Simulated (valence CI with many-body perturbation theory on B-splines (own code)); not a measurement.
E1 line list for Re⁴⁴⁺

Method: configuration interaction combined with many-body perturbation theory (CI+MBPT): three valence electrons over a frozen Dirac-Fock core [Ar] 3d10, radial functions for each j: 11 s, 11 p, 9 d, 7 f, 5 g, 2 h, 1 i, with the one-electron correlation potential Σ1 (screened to all orders), the two-electron term Σ2, the three-electron term Σ3, Breit, model QED; selected single and double excitations, second order for the rest (own B-spline code, finite nucleus).

The last digits are not significant, and no measured levels were compared; by estimate large intervals hold to a few tenths of a per cent, small ones and those within an open d or f shell to about a per cent.

Lines 151 to 200 of 273 in falling wavelength, among levels below 611.77 eV, chosen from the strongest by gf and those to the six lowest levels. Wavelengths and rates use the calculated energies. Electric multipoles are in the length gauge, E1 and E2 with the static RPA response of the core. Weak lines are less certain than strong ones. Lines between different terms over intervals too small for the method are left out, as are lines whose strength nearly cancels. The highest levels of a list are the least certain.

Levels are named by their leading jj configuration (3d3/2^4 stands for four electrons in 3d with j = 3/2), which in mixed levels can hold well under half, so a name can repeat and another be missing. Letters in brackets count levels of one name in rising energy.

```
λ vac (nm)                          Upper                       Lower   A (s⁻¹)  S (a.u.) with core polarisation  S without
     5.831  (4p1/2 4p3/2 4d3/2) J=1/2 [b]      (4s 4p1/2 4d3/2) J=1/2  2.73e+11                         5.35e-02   5.67e-02
     5.811  (4p1/2 4p3/2 4d3/2) J=5/2 [a]  (4s 4p1/2 4d3/2) J=3/2 [a]  1.71e+11                         9.94e-02   1.05e-01
     5.804  (4p1/2 4p3/2 4d5/2) J=5/2 [a]  (4s 4p1/2 4d5/2) J=5/2 [a]  4.10e+10                         2.37e-02   2.51e-02
     5.786                (4p3/2^3) J=3/2          (4s 4p3/2^2) J=1/2  3.44e+11                         1.32e-01   1.39e-01
     5.781             (4s 4p3/2^2) J=1/2          (4s^2 4p3/2) J=3/2  5.40e+11                         1.03e-01   1.09e-01
     5.780  (4p1/2 4p3/2 4d5/2) J=7/2 [b]  (4s 4p1/2 4d5/2) J=5/2 [b]  8.45e+10                         6.44e-02   6.83e-02
     5.780         (4s 4p1/2 4p3/2) J=1/2          (4s^2 4p1/2) J=1/2  7.64e+11                         1.46e-01   1.54e-01
     5.772  (4p1/2 4p3/2 4d3/2) J=1/2 [a]  (4s 4p1/2 4d3/2) J=3/2 [a]  5.08e+11                         9.65e-02   1.02e-01
     5.755     (4s 4p3/2 4d3/2) J=1/2 [b]          (4s^2 4d3/2) J=3/2  8.32e+11                         1.57e-01   1.66e-01
     5.745  (4p1/2 4p3/2 4d3/2) J=3/2 [a]  (4s 4p1/2 4d3/2) J=3/2 [a]  4.03e+11                         1.51e-01   1.60e-01
     5.744     (4s 4p3/2 4d5/2) J=7/2 [b]          (4s^2 4d5/2) J=5/2  2.64e+11                         1.98e-01   2.10e-01
     5.736  (4p1/2 4p3/2 4d5/2) J=3/2 [b]  (4s 4p1/2 4d5/2) J=5/2 [b]  2.59e+11                         9.64e-02   1.02e-01
     5.727      (4p1/2 4p3/2 4d5/2) J=1/2      (4s 4p1/2 4d5/2) J=3/2  1.83e+11                         3.40e-02   3.61e-02
     5.720  (4p1/2 4p3/2 4d5/2) J=5/2 [b]      (4s 4p1/2 4d5/2) J=3/2  6.10e+10                         3.38e-02   3.59e-02
     5.709          (4p1/2 4p3/2^2) J=5/2      (4s 4p1/2 4p3/2) J=5/2  2.37e+11                         1.31e-01   1.39e-01
     5.699          (4p1/2 4p3/2^2) J=3/2      (4s 4p1/2 4p3/2) J=5/2  4.19e+10                         1.53e-02   1.62e-02
     5.684             (4s 4p3/2^2) J=3/2          (4s^2 4p3/2) J=3/2  1.15e+12                         4.15e-01   4.40e-01
     5.680      (4p1/2 4p3/2 4d3/2) J=7/2      (4s 4p1/2 4d3/2) J=5/2  5.10e+11                         3.69e-01   3.90e-01
     5.645     (4s 4p3/2 4d5/2) J=3/2 [a]          (4s^2 4d3/2) J=3/2  8.52e+10                         3.03e-02   3.21e-02
     5.638  (4p1/2 4p3/2 4d5/2) J=7/2 [b]      (4s 4p1/2 4d5/2) J=7/2  1.36e+11                         9.65e-02   1.02e-01
     5.637     (4s 4p3/2 4d3/2) J=5/2 [b]          (4s^2 4d3/2) J=3/2  1.39e+12                         7.39e-01   7.83e-01
     5.611     (4s 4p3/2 4d5/2) J=3/2 [b]          (4s^2 4d5/2) J=5/2  4.50e+11                         1.57e-01   1.67e-01
     5.513     (4s 4p3/2 4d5/2) J=5/2 [b]          (4s^2 4d5/2) J=5/2  3.94e+11                         1.96e-01   2.07e-01
     5.492          (4p1/2 4p3/2^2) J=5/2  (4s 4p1/2 4p3/2) J=3/2 [a]  1.81e+09                         8.86e-04   9.39e-04
     5.483          (4p1/2 4p3/2^2) J=3/2  (4s 4p1/2 4p3/2) J=3/2 [a]  3.45e+11                         1.12e-01   1.19e-01
     5.462  (4p1/2 4p3/2 4d3/2) J=5/2 [b]      (4s 4p1/2 4d3/2) J=5/2  8.21e+10                         3.96e-02   4.20e-02
     5.451                (4p3/2^3) J=3/2          (4s 4p3/2^2) J=5/2  1.60e+11                         5.12e-02   5.44e-02
     5.439  (4p1/2 4p3/2 4d5/2) J=5/2 [b]  (4s 4p1/2 4d5/2) J=5/2 [a]  1.74e+11                         8.28e-02   8.78e-02
     5.355          (4p1/2 4p3/2^2) J=1/2  (4s 4p1/2 4p3/2) J=3/2 [a]  1.99e+10                         3.01e-03   3.20e-03
     5.293  (4p1/2 4p3/2 4d3/2) J=5/2 [b]  (4s 4p1/2 4d3/2) J=3/2 [a]  5.86e+10                         2.58e-02   2.73e-02
     5.052             (4s^2 4f5/2) J=5/2  (4s 4p1/2 4p3/2) J=3/2 [b]  1.72e+11                         6.56e-02   6.95e-02
     5.039     (4s 4p1/2 4f5/2) J=5/2 [b]       (4p1/2^2 4p3/2) J=3/2  6.08e+10                         2.30e-02   2.44e-02
     4.984     (4s 4p1/2 4d3/2) J=3/2 [a]          (4s 4p1/2^2) J=1/2  2.81e+10                         6.87e-03   7.28e-03
     4.962  (4p1/2 4p3/2 4d3/2) J=5/2 [a]       (4p1/2^2 4p3/2) J=3/2  5.74e+10                         2.08e-02   2.20e-02
     4.956     (4s 4p3/2 4d3/2) J=3/2 [a]  (4s 4p1/2 4p3/2) J=3/2 [b]  5.25e+08                         1.26e-04   1.34e-04
     4.955     (4s 4p3/2 4d3/2) J=1/2 [a]  (4s 4p1/2 4p3/2) J=3/2 [b]  2.47e+10                         2.96e-03   3.14e-03
     4.946     (4s 4p3/2 4d3/2) J=5/2 [a]  (4s 4p1/2 4p3/2) J=3/2 [b]  7.54e+10                         2.70e-02   2.86e-02
     4.884         (4s 4p1/2 4f7/2) J=5/2       (4p1/2^2 4p3/2) J=3/2  1.14e+11                         3.94e-02   4.17e-02
     4.814             (4s^2 4f5/2) J=5/2      (4s 4p1/2 4p3/2) J=5/2  5.68e+10                         1.88e-02   1.99e-02
     4.736         (4s 4p3/2 4d3/2) J=7/2      (4s 4p1/2 4p3/2) J=5/2  5.71e+11                         2.40e-01   2.54e-01
     4.735     (4s 4p3/2 4d3/2) J=3/2 [b]      (4s 4p1/2 4p3/2) J=1/2  5.05e+11                         1.06e-01   1.12e-01
     4.727     (4s 4p3/2 4d3/2) J=3/2 [a]      (4s 4p1/2 4p3/2) J=5/2  1.89e+11                         3.94e-02   4.18e-02
     4.718     (4s 4p3/2 4d3/2) J=5/2 [a]      (4s 4p1/2 4p3/2) J=5/2  6.30e+11                         1.96e-01   2.08e-01
     4.691     (4s 4p3/2 4d3/2) J=3/2 [b]  (4s 4p1/2 4p3/2) J=3/2 [b]  4.87e+11                         9.92e-02   1.05e-01
     4.659             (4s^2 4f5/2) J=5/2  (4s 4p1/2 4p3/2) J=3/2 [a]  6.82e+10                         2.04e-02   2.17e-02
     4.637  (4p1/2 4p3/2 4d3/2) J=3/2 [b]       (4p1/2^2 4p3/2) J=3/2  1.33e+12                         2.63e-01   2.79e-01
     4.603         (4s 4p1/2 4d3/2) J=1/2          (4s 4p1/2^2) J=1/2  1.34e+12                         1.29e-01   1.37e-01
     4.597  (4p1/2 4p3/2 4d3/2) J=1/2 [b]       (4p1/2^2 4p3/2) J=3/2  1.18e+12                         1.13e-01   1.20e-01
     4.595             (4s^2 4d3/2) J=3/2          (4s^2 4p1/2) J=1/2  1.31e+12                         2.51e-01   2.67e-01
     4.588             (4s^2 4f7/2) J=7/2      (4s 4p1/2 4p3/2) J=5/2  3.69e+11                         1.41e-01   1.49e-01
```
